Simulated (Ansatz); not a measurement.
A ladder of methods for SnCl2 (SMILES [Cl][Sn][Cl])

SnCl2: 3 atoms, total charge 0, spin state singlet. As SMILES, `[Cl][Sn][Cl]`. Geometry: a GFN2-xTB relaxation, a rough one for these elements and not checked as a minimum.

```xyz
3

Sn    0.0049   -0.0072   -1.0237
Cl    1.8126   -0.0190    0.5210
Cl   -1.8175    0.0262    0.5027
```

Each level gives the energy change with the Sn1–Cl2 bond stretched from 2.378 to 3.091 Å (eV). The values are calculated.

| level | kind | program | value (eV) |
| --- | --- | --- | --- |
| HF/def2-SVP (core potential) (restricted) | Hartree–Fock | Ansatz | 1.41 |
| SVWN5/def2-SVP (core potential) (restricted) | LDA | Ansatz | 1.40 |
| BLYP/def2-SVP (core potential) (restricted) | GGA | Ansatz | 1.01 |
| PBE/def2-SVP (core potential) (restricted) | GGA | Ansatz | ? |
| revPBE/def2-SVP (core potential) (restricted) | GGA | Ansatz | ? |
| B3LYP/def2-SVP (core potential) (restricted) | global hybrid | Ansatz | 1.21 |
| PBE0/def2-SVP (core potential) (restricted) | global hybrid | Ansatz | 1.36 |
| CCSD/def2-SVP (core potential) (restricted) | coupled cluster or CI | Ansatz | 1.44 |

**Question.** Estimate what the levels marked ? give.

**Answer.** As computed at these levels: PBE/def2-SVP (core potential) (restricted): 1.16 eV; revPBE/def2-SVP (core potential) (restricted): 1.08 eV. The first shape isn't each level's own minimum. The values span 1.01 to 1.44 eV. In the correlated wave-function rows the outer d shell of Sn is correlated, in sets not made for it.
